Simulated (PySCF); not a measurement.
**PySCF run on Zn⁺**

The script input.py:

```python
from pyscf import gto, dft

mol = gto.M(
    atom='Zn 0 0 0',
    basis='cc-pvtz-dk',
    charge=1,
    spin=1,
    symmetry=True,
    verbose=4,
)
mf = dft.ROKS(mol, xc='r2scan')
mf = mf.sfx2c1e()
mf.kernel()
mf.analyze()
print('orbital energies (hartree):', mf.mo_energy[..., max(0, mol.nelec[1]-3):mol.nelec[0]+3].round(4))
```

```bash
$ python input.py
```

The log (some set-up lines and the per-cycle HOMO/LUMO lines with their warnings removed):

```
PySCF version 2.14.0

[INPUT] verbose = 4
[INPUT] num. atoms = 1
[INPUT] num. electrons = 29
[INPUT] charge = 1
[INPUT] spin (= nelec alpha-beta = 2S) = 1
[INPUT] symmetry True subgroup None
[INPUT] Mole.unit = angstrom
[INPUT] Symbol           X                Y                Z      unit          X                Y                Z       unit  Magmom
[INPUT]  1 Zn     0.000000000000   0.000000000000   0.000000000000 AA    0.000000000000   0.000000000000   0.000000000000 Bohr   0.0

nuclear repulsion = 0
point group symmetry = SO3
symmetry origin: [0. 0. 0.]
symmetry axis x: [1. 0. 0.]
symmetry axis y: [0. 1. 0.]
symmetry axis z: [0. 0. 1.]
num. orbitals of irrep s+0 = 7
num. orbitals of irrep p-1 = 6
num. orbitals of irrep p+0 = 6
num. orbitals of irrep p+1 = 6
num. orbitals of irrep d-2 = 4
num. orbitals of irrep d-1 = 4
num. orbitals of irrep d+0 = 4
num. orbitals of irrep d+1 = 4
num. orbitals of irrep d+2 = 4
num. orbitals of irrep f-3 = 2
num. orbitals of irrep f-2 = 2
num. orbitals of irrep f-1 = 2
num. orbitals of irrep f+0 = 2
num. orbitals of irrep f+1 = 2
num. orbitals of irrep f+2 = 2
num. orbitals of irrep f+3 = 2
num. orbitals of irrep g-4 = 1
num. orbitals of irrep g-3 = 1
num. orbitals of irrep g-2 = 1
num. orbitals of irrep g-1 = 1
num. orbitals of irrep g+0 = 1
num. orbitals of irrep g+1 = 1
num. orbitals of irrep g+2 = 1
num. orbitals of irrep g+3 = 1
num. orbitals of irrep g+4 = 1
number of shells = 9
number of NR pGTOs = 131
number of NR cGTOs = 68
basis = cc-pvtz-dk
ecp = {}

******** <class 'pyscf.x2c.sfx2c1e.sfX2C1eSymAdaptedROKS'> ********
method = sfX2C1eSymAdaptedROKS
initial guess = minao
damping factor = 0
level_shift factor = 0
DIIS = <class 'pyscf.scf.diis.CDIIS'>
diis_start_cycle = 1
diis_space = 8
diis_damp = 0
SCF conv_tol = 1e-09
SCF conv_tol_grad = None
SCF max_cycles = 50
direct_scf = True
direct_scf_tol = 1e-13
num. doubly occ = 14  num. singly occ = 1
XC library pyscf.dft.libxc version 7.0.0
    S. Lehtola, C. Steigemann, M. J.T. Oliveira, and M. A.L. Marques.,  SoftwareX 7, 1–5 (2018)
XC functionals = r2scan
    J. W. Furness, A. D. Kaplan, J. Ning, J. P. Perdew, and J. Sun.,  J. Phys. Chem. Lett. 11, 8208-8215 (2020)
    J. W. Furness, A. D. Kaplan, J. Ning, J. P. Perdew, and J. Sun.,  J. Phys. Chem. Lett. 11, 9248-9248 (2020)
    J. W. Furness, A. D. Kaplan, J. Ning, J. P. Perdew, and J. Sun.,  J. Phys. Chem. Lett. 11, 8208-8215 (2020)
    J. W. Furness, A. D. Kaplan, J. Ning, J. P. Perdew, and J. Sun.,  J. Phys. Chem. Lett. 11, 9248-9248 (2020)
radial grids:
    Treutler-Ahlrichs [JCP 102, 346 (1995); DOI:10.1063/1.469408] (M4) radial grids

becke partition: Becke, JCP 88, 2547 (1988); DOI:10.1063/1.454033
pruning grids: <function nwchem_prune>
grids dens level: 3
symmetrized grids: True
atomic radii adjust function: <function treutler_atomic_radii_adjust>
small_rho_cutoff = 0

******** <class 'pyscf.x2c.sfx2c1e.SpinFreeX2CHelper'> ********
approx = 1e
xuncontract = 1
Freeze 0 electrons in irreps []
    29 free electrons in irreps s+0 p-1 p+0 p+1 d-2 d-1 d+0 d+1 d+2 f-3 f-2 f-1 f+0 f+1 f+2 f+3 g-4 g-3 g-2 g-1 g+0 g+1 g+2 g+3 g+4
Set gradient conv threshold to 3.16228e-05
tot grids = 20640
init E= -1795.87452270131
cycle= 1 E= -1795.49464911419  delta_E= 0.38  |g|= 0.716  |ddm|= 0.855
cycle= 2 E= -1795.39481368585  delta_E= 0.0998  |g|= 1.61  |ddm|= 0.545
cycle= 3 E= -1795.55026961854  delta_E= -0.155  |g|= 0.187  |ddm|= 0.308
cycle= 4 E= -1795.55325960119  delta_E= -0.00299  |g|= 0.00497  |ddm|= 0.0444
cycle= 5 E= -1795.55326271978  delta_E= -3.12e-06  |g|= 0.00141  |ddm|= 0.00465
cycle= 6 E= -1795.55326286816  delta_E= -1.48e-07  |g|= 2.88e-05  |ddm|= 0.000549
cycle= 7 E= -1795.55326286835  delta_E= -1.89e-10  |g|= 1.06e-06  |ddm|= 5.97e-05
Extra cycle  E= -1795.55326286835  delta_E= -2.73e-12  |g|= 1.56e-06  |ddm|= 8.35e-06
converged SCF energy = -1795.55326286835
**** SCF Summaries ****
Total Energy =                       -1795.553262868352249
Nuclear Repulsion Energy =               0.000000000000000
One-electron Energy =                -2493.336881538400121
Two-electron Energy =                  697.783618670047986
Two-electron Coulomb Energy =          769.624752585118927
DFT Exchange-Correlation Energy =      -71.841133915070969
Wave-function symmetry = SO3
single occ                     1    0    0    0    0    0    0    0    0    0    0    0    0    0    0    0    0    0    0    0    0    0    0    0    0
**** MO energy ****
                          Roothaan           | alpha              | beta
[4 lines left out]
MO #5   (p+1 #1 ) energy= -37.5023051750016  | -37.5030369052606  | -37.5015734447428  occ= 2
MO #6   (s+0 #3 ) energy= -5.25354833029524  | -5.25538164974216  | -5.25171501088364  occ= 2
MO #7   (p-1 #2 ) energy= -3.51179940560136  | -3.51386709858466  | -3.50973171261805  occ= 2
MO #8   (p+0 #2 ) energy= -3.51179940560677  | -3.51386709859001  | -3.50973171262353  occ= 2
MO #9   (p+1 #2 ) energy= -3.51179940561563  | -3.51386709859893  | -3.50973171263233  occ= 2
MO #10  (d-2 #1 ) energy= -0.733161653775263 | -0.738382777054965 | -0.727940530495561 occ= 2
MO #11  (d-1 #1 ) energy= -0.733161653713095 | -0.738382776993072 | -0.727940530433118 occ= 2
MO #12  (d+0 #1 ) energy= -0.733161653771823 | -0.738382777051556 | -0.727940530492089 occ= 2
MO #13  (d+1 #1 ) energy= -0.733161653800382 | -0.738382777079982 | -0.727940530520781 occ= 2
MO #14  (d+2 #1 ) energy= -0.73316165374033  | -0.738382777020153 | -0.727940530460508 occ= 2
MO #15  (s+0 #4 ) energy= -0.503999329842086 | -0.544355767030026 | -0.463642864468055 occ= 1
MO #16  (p-1 #3 ) energy= -0.261404227338721 | -0.288244552935444 | -0.23456390174199  occ= 0
MO #17  (p+0 #3 ) energy= -0.261404227354049 | -0.28824455295369  | -0.234563901754398 occ= 0
MO #18  (p+1 #3 ) energy= -0.261404227342469 | -0.288244552939637 | -0.234563901745296 occ= 0
[50 lines left out]
 ** Mulliken pop on meta-lowdin orthogonal AOs  **
 ** Mulliken pop  **
pop of  0 Zn 1s           2.00000
pop of  0 Zn 2s           1.99998
pop of  0 Zn 3s           2.00000
pop of  0 Zn 4s           0.96947
pop of  0 Zn 5s           0.02992
pop of  0 Zn 6s           0.00063
pop of  0 Zn 7s           0.00001
pop of  0 Zn 2px          1.99999
pop of  0 Zn 2py          1.99999
pop of  0 Zn 2pz          1.99999
pop of  0 Zn 3px          1.99998
pop of  0 Zn 3py          1.99998
[56 lines left out]
 ** Mulliken atomic charges  **
charge of    0Zn =      1.00000
Dipole moment(X, Y, Z, Debye): -0.00000, -0.00000,  0.00000
orbital energies (hartree): [-0.7332 -0.7332 -0.7332 -0.504  -0.2614 -0.2614 -0.2614]
```

In short: E(SCF) = -1795.553263 Eh, 7 cycles.

Wall time 4.6 s on one thread of a shared host.

No search for the lowest solution was made.
